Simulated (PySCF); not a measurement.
SMILES CC[CH]CCCC, doublet, GFN2-xTB optimised geometry. Atoms within 1.6 Å of the plane z = 0.0 Å (x, y, z in Å): C4 (-0.25, -0.34, 1.29), C5 (0.26, 0.35, 0.00), C6 (-0.26, -0.35, -1.25), H14 (0.08, -1.38, 1.26), H15 (-1.34, -0.31, 1.28), H16 (1.35, 0.35, 0.00), H17 (-0.08, 1.39, 0.00), H18 (0.08, -1.39, -1.25), H19 (-1.35, -0.36, -1.24).

Level of theory: unrestricted PBE0/def2-SVP in PySCF. Cells within 0.4 Å of a nucleus heavier than hydrogen are left out (blank, or x).

Map of the electrostatic potential (hartree/e), clipped to [-0.08, 0.12] on the plane z = 0.0 Å:

```
|0000000000000000000000000000000|
|0000000000000000000000000000000|
|0000000000000000000000000000000|
|0000000000000111000000000000000|
|0000000000011111100000000000000|
|0000000000112233210000000000000|
|0000000000123588631000000000000|
|0000000000126999962000000000000|
|0000000000139999994100000000000|
|0000000000139999996211000000000|
|0000000000139999999743321000000|
|0000000000138999999999952100000|
|0000000001149999x99999995210000|
|000000000124999xxx9999997210000|
|000000001125999xxx9999997210000|
|0000000111259999x99999995210000|
|0000000111248999999999953110000|
|0000000111236999999854321100000|
|0000000001124679986321111000000|
|0000000000123344432111000000000|
|0000000000011222221100000000000|
|0000000000000111111000000000000|
|0000000000000011111000000000000|
|0000000000000001110000000000000|
|0000000000000000000000000000000|
|0000000000000000000000000000000|
|0000000000000000000000000000000|
|0000000000000000000000000000000|
|0000000000000000000000000000000|
|0000000000000000000000000000000|
|0000000000000000000000000000000|
```
Scale: ten equal steps from -0.004 (start of '0') to 0.120 (end of '9'), in the order '0123456789'; x runs from -3.50 to 3.50, y from -3.50 (bottom) to 3.50 (top).
